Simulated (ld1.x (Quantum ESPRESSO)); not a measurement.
# u(r) = r·R(r): atom against pseudo-atom (sulfur)

Columns: radius, all-electron u(r) and pseudo u(r) of the 3p shell (level -6.87 eV) of sulfur in the configuration [Ne] 3s2 3p4; BLYP, scalar-relativistic, TM scheme, ld1.x (Quantum ESPRESSO) 7.5.

```json
{"r (bohr)": "0.070", "all-electron": "0.1004", "pseudo": "-0.0080"}
{"r (bohr)": "0.140", "all-electron": "0.2365", "pseudo": "-0.0309"}
{"r (bohr)": "0.210", "all-electron": "0.3162", "pseudo": "-0.0654"}
{"r (bohr)": "0.280", "all-electron": "0.3307", "pseudo": "-0.1066"}
{"r (bohr)": "0.350", "all-electron": "0.2934", "pseudo": "-0.1493"}
{"r (bohr)": "0.420", "all-electron": "0.2215", "pseudo": "-0.1892"}
{"r (bohr)": "0.490", "all-electron": "0.1294", "pseudo": "-0.2243"}
{"r (bohr)": "0.560", "all-electron": "0.0280", "pseudo": "-0.2550"}
{"r (bohr)": "0.630", "all-electron": "-0.0753", "pseudo": "-0.2838"}
{"r (bohr)": "0.700", "all-electron": "-0.1752", "pseudo": "-0.3142"}
{"r (bohr)": "0.770", "all-electron": "-0.2686", "pseudo": "-0.3498"}
{"r (bohr)": "0.840", "all-electron": "-0.3536", "pseudo": "-0.3928"}
{"r (bohr)": "0.910", "all-electron": "-0.4291", "pseudo": "-0.4433"}
{"r (bohr)": "0.980", "all-electron": "-0.4951", "pseudo": "-0.4981"}
{"r (bohr)": "1.050", "all-electron": "-0.5516", "pseudo": "-0.5518"}
{"r (bohr)": "1.120", "all-electron": "-0.5991", "pseudo": "-0.5991"}
{"r (bohr)": "1.190", "all-electron": "-0.6380", "pseudo": "-0.6380"}
{"r (bohr)": "1.260", "all-electron": "-0.6690", "pseudo": "-0.6690"}
{"r (bohr)": "1.330", "all-electron": "-0.6926", "pseudo": "-0.6926"}
{"r (bohr)": "1.400", "all-electron": "-0.7095", "pseudo": "-0.7095"}
{"r (bohr)": "1.470", "all-electron": "-0.7205", "pseudo": "-0.7205"}
{"r (bohr)": "1.540", "all-electron": "-0.7262", "pseudo": "-0.7262"}
{"r (bohr)": "1.610", "all-electron": "-0.7275", "pseudo": "-0.7275"}
{"r (bohr)": "1.680", "all-electron": "-0.7248", "pseudo": "-0.7248"}
{"r (bohr)": "1.750", "all-electron": "-0.7188", "pseudo": "-0.7188"}
{"r (bohr)": "1.820", "all-electron": "-0.7101", "pseudo": "-0.7101"}
```

Task: How many radial nodes do the two functions have?

Result: The all-electron 3p function has n − l − 1 = 1; the pseudo-wave has 0, since the states of the same l below it are removed with the core.

Task: At about which radius was the pseudo-wave matched?

Result: 1.15 bohr. The columns agree to 0.0005 from 1.05 bohr on; several derivatives are matched, so the curves merge somewhat inside the radius.

Task: Is the pseudo-wave norm-conserving?

Result: Yes: the TM scheme keeps the norm inside the radius equal to the all-electron one, which fixes the energy derivative of the logarithmic derivative at the level.
